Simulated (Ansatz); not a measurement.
Consider the ligand exchange at the Sc–O bond: `C[O][Sc]([OH])[Cl]` + H–F → `[OH][Sc]([F])[Cl]` + CH₃OH.

Program: Ansatz. Geometries: PBE0-D4/def2-TZVP. ΔE: electronic, gas phase. CCSD(T)/CBS adds triple-zeta CCSD(T) − MP2 to the extrapolated MP2 energy (def2 sets, frozen cores). This one scheme is used for every species. DFT in def2-TZVPP. For Sc outer-core shells are correlated without core-valence functions, which leaves a few kJ/mol of doubt a bond. Scalar relativity is left out up to krypton. One conformer a species, not always the lowest.

```json
{"level": "PBE", "ΔE (kJ/mol)": "-48.0"}
{"level": "MP2/def2-SVP", "ΔE (kJ/mol)": "-34.2"}
{"level": "SCS-MP2/def2-TZVPP", "ΔE (kJ/mol)": "-37.8"}
{"level": "CCSD/def2-TZVPP", "ΔE (kJ/mol)": "-39.7"}
```

(1) What does CCSD(T)/CBS give? (Best estimate.)

Largest T1 diagnostic among the species: 0.016.

## Answers

(1) The calculation gave: -32.8 kJ/mol. The listed levels differ from it by -15.2, -1.4, -5.0, -6.9 kJ/mol.

In def2-TZVPP, CCSD(T) changes the Hartree–Fock value by +13.8 kJ/mol (the triples alone add +2.3 kJ/mol) and MP2 by +17.4 kJ/mol. At CCSD(T), def2-SVP lies −3.1 kJ/mol from the extrapolated value and def2-TZVPP −4.5 kJ/mol.
